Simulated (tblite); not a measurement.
Species: C7H11O2P.
Geometry (GFN2-xTB, Å), atoms numbered from 1 in this order:
```xyz
21
C7H11O2P angstrom
C      2.9720   -0.0838    0.5962
C      1.7154    0.7390    0.6179
O      1.4073    1.4653    1.5277
P      0.6881    0.6214   -0.9402
C      0.0915   -1.1223   -0.6348
C     -0.8350   -1.2251    0.5710
C     -2.1602   -0.5281    0.3575
O     -3.1865   -0.9391    0.8363
C     -2.1081    0.7133   -0.5010
C     -0.8248    1.5200   -0.3332
H      3.8173    0.5458    0.8687
H      3.1366   -0.5210   -0.3864
H      2.8995   -0.8727    1.3440
H     -0.4246   -1.4568   -1.5385
H      0.9663   -1.7629   -0.5050
H     -0.3694   -0.7627    1.4480
H     -1.0329   -2.2705    0.8217
H     -2.2139    0.3912   -1.5426
H     -2.9802    1.3282   -0.2649
H     -0.9057    2.4491   -0.9039
H     -0.6616    1.7888    0.7156
```

Calculated harmonic vibrations of the isolated species, GFN2-xTB (tblite), most abundant isotopes, no scaling. Errors from tens to a few hundred cm⁻¹ against measured bands are possible. One conformer, not necessarily the lowest. The optimisation stopped once no atom felt more than 0.01 eV/Å.

Lowest wavenumbers of the output (negative numbers stand for imaginary wavenumbers):
```
mode    cm-1
  1     -33.8
  2      38.5
  3      84.4
  4     109.1
  5     151.3
  6     229.3
  7     255.9
  8     293.2
  9     330.2
 10     343.7
 11     435.3
 12     482.0
 13     497.6
 14     522.4
 15     555.6
```

Task: Is this structure a minimum?

Result: Not by this Hessian. 1 mode is imaginary beyond 20i (34i cm⁻¹), so at this level the point lies at or near a first-order saddle. The curvature is small, so loose convergence or finite differences may be the whole cause.

Task: Which atoms move in the imaginary mode?

Result: 34i: H11 (methyl hydrogen) 26 %, H13 (methyl hydrogen) 23 %, C1 (methyl carbon next to a carbonyl) 19 %, O3 (carbonyl oxygen) 18 %. These are shares of the mass-weighted motion.

Task: What is the remedy?

Result: Step along that mode in both directions, optimise again with tighter thresholds and repeat the frequencies. The zero-point energy of this point (104.0 kcal/mol) counts the 56 real modes alone, and thermal corrections from it aren't those of a minimum.
